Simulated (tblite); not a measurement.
C6H13ClO2Si.
Cartesian coordinates in Å at the GFN2-xTB level; atoms count from 1:
```xyz
23
C6H13ClO2Si angstrom
C     -2.3597    0.9225    0.0284
C     -1.4424   -0.2808    0.2427
C     -2.0475   -1.5228   -0.4062
C     -0.0470    0.0382   -0.3128
C      0.9591   -1.1018   -0.1172
O      2.2309   -0.8089   -0.6342
C      2.9837    0.1007    0.1692
Si     1.9599    1.7058    0.2993
Cl     2.1978    2.7063    2.0137
O      0.4248    1.1995    0.3426
H     -1.9255    1.8117    0.4761
H     -2.5008    1.1036   -1.0350
H     -3.3309    0.7424    0.4822
H     -1.3353   -0.4500    1.3195
H     -2.0449   -1.4250   -1.4895
H     -1.5033   -2.4229   -0.1356
H     -3.0768   -1.6399   -0.0761
H     -0.1137    0.2602   -1.3863
H      1.0270   -1.3345    0.9561
H      0.6253   -1.9856   -0.6625
H      3.9346    0.2103   -0.3500
H      3.1874   -0.3639    1.1454
H      2.1924    2.5622   -0.8596
```

All values are computed: GFN2-xTB (tblite) harmonic vibrations without scaling, gas phase. The method is semi-empirical: single wavenumbers can be off by several per cent or more. Modes of hydrogen on silicon can be 10 to 20 % off. One conformer, not necessarily the lowest.

Harmonic wavenumbers (cm⁻¹): 39.3, 64.3, 78.3, 123.6, 176.7, 210.6, 212.5, 228.6, 274.7, 308.6, 312.0, 384.3, 389.8, 418.2, 481.9, 530.6, 561.2, 655.5, 686.3, 735.1, 796.8, 824.5, 900.0, 932.7, 949.1, 968.2, 983.4, 989.2, 1063.8, 1101.3, 1121.1, 1147.6, 1156.3, 1179.6, 1187.4, 1251.0, 1272.1, 1280.8, 1290.8, 1314.3, 1339.0, 1347.4, 1405.0, 1418.9, 1445.0, 1451.9, 1491.9, 1495.2, 1502.4, 1510.7, 2277.7, 2853.1, 2872.7, 2893.7, 2940.2, 2995.5, 3001.1, 3031.5, 3036.0, 3038.0, 3043.3, 3052.5, 3058.8.

A = 1511, B = 638.9, C = 485.6 MHz; mass 180.037 u (most abundant isotopes); point group C1, symmetry number 1.

Task: Zero-point energy?

Result: Half the sum of the wavenumbers: 40542 cm⁻¹ = 484.99 kJ/mol.

Task: What is S at 273.15 K and 1 bar for an ideal gas of classical rigid rotors and harmonic oscillators?

Result: Translation 171.80, rotation 128.22, vibration 139.93: S = 440.0 J/(mol K).

Task: And Cp and H(273.15 K) − H(0)?

Result: Cp = 179.71 J/(mol K), of which vibrations give 146.45 (their classical limit is 63 R = 523.8); H(273.15 K) − H(0) = 29.42 kJ/mol without the zero-point energy, 20.34 from vibrations.

Task: Which modes carry the vibrational entropy at 273.15 K?

Result: 39.3 cm⁻¹: 21.42; 64.3 cm⁻¹: 17.36; 78.3 cm⁻¹: 15.74; 123.6 cm⁻¹: 12.03; 176.7 cm⁻¹: 9.20; 210.6 cm⁻¹: 7.87 J/(mol K); the other 57 give 56.32 together.

Task: What must be added to the electronic energy to get the Gibbs energy at 273.15 K and 1 bar?

Result: ZPE + [H(273.15 K) − H(0)] − T·S = 484.99 + 29.42 − 120.17 = 394.24 kJ/mol.

Task: Blend soft modes into free rotors: weight 1/[1 + (100 cm⁻¹/ν̃)⁴] for the oscillator and the rest for a rotor with moment μB/(μ + B), μ = h/(8π²ν), B = 10⁻⁴⁴ kg m². What vibrational entropy results?

Result: 128.26 J/(mol K) in place of 139.93, which changes −T·S at 273.15 K by +3.19 kJ/mol.

Hindered rotation and anharmonicity are outside this model. Other conformers, if any are populated, would add a mixing term that is left out. The structure is chiral; the term R ln 2 for an equal mix with its mirror image is left out.
